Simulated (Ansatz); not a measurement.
Basis-set extrapolation for `C=C[Si](N)(Cl)OC` (PBE0-D4/def2-TZVP geometry, frozen core, Ansatz 0.2.0). Multiplicity 1, RHF reference.

```tsv
	def2-TZVPP	def2-QZVPP
HF	-996.258337	-996.292211
MP2 correlation	-1.248483	-1.344398
CCSD(T) correlation	-1.361083	not run
```

Energies in hartree. Use E(X) = E(∞) + A·exp(−7.88·√X) for Hartree–Fock and E(X) = E(∞) + B·X^(−2.97) for correlation, with X = 3 and 4, and add CCSD(T) minus MP2 of the smaller set to the MP2 limit.

Task: What is the CCSD(T) energy at the basis-set limit?

Result: HF limit: -996.292211 + (-0.033874) × 0.13774 = -996.29688. MP2 limit: -1.344398 + (-0.095915) × 0.74074 = -1.41545. Higher-order term: -1.361083 − (-1.248483) = -0.11260. Total: -997.82493 hartree, 129.0 kcal/mol below CCSD(T)/def2-TZVPP.
